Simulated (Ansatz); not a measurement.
Zr(OH)Cl3 (ZrCl3OH). The state is a singlet with charge 0. Geometry PBE-D4/def2-SVP; atoms count from 1.

```xyz
6

Zr   -0.330    0.067    0.232
O     1.197   -0.242   -0.843
H     1.979   -0.400   -1.392
Cl    0.327    0.160    2.489
Cl   -1.859   -1.692   -0.085
Cl   -1.314    2.108   -0.401
```

In the def2 sets Zr takes a core potential; there is no spin–orbit coupling.

Estimate the Mulliken populations from the PBE0/def2-TZVP orbitals of Ansatz.


```json
{"atom": "Zr1", "charge (e)": "1.48", "d electrons": "1.90"}
{"atom": "O2", "charge (e)": "-0.71", "d electrons": "–"}
{"atom": "H3", "charge (e)": "0.35", "d electrons": "–"}
{"atom": "Cl4", "charge (e)": "-0.38", "d electrons": "–"}
{"atom": "Cl5", "charge (e)": "-0.38", "d electrons": "–"}
{"atom": "Cl6", "charge (e)": "-0.38", "d electrons": "–"}
```
Mulliken values depend strongly on the basis.

And the Mayer bond orders between heavy atoms (over 0.3)?

Zr1–O2 1.04 (1.89 Å); Zr1–Cl4 1.05 (2.35 Å); Zr1–Cl5 1.05 (2.35 Å); Zr1–Cl6 1.05 (2.35 Å).
